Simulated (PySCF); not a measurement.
# Correlation energy of P⁺ (phosphorus, charge +1)

[Ne] 3s2 3p2, high-spin 3P determinant. All numbers are calculated (PySCF 2.14, no relativity, point nucleus, in aug-cc-pwCVTZ (8s7p5d3f, 75 functions)). Frozen: [Ne]; 4 electrons correlated.

```csv
level,correlation energy (mhartree)
CCSD,-83.88
(T),-2.45
CCSD(T),-86.33
```

Diagnostics: T1 = 0.010, D1 = 0.0255, largest double amplitude 0.102.

Cost of the coupled-cluster step: of the order of 5 core-seconds, for 4 correlated electrons.
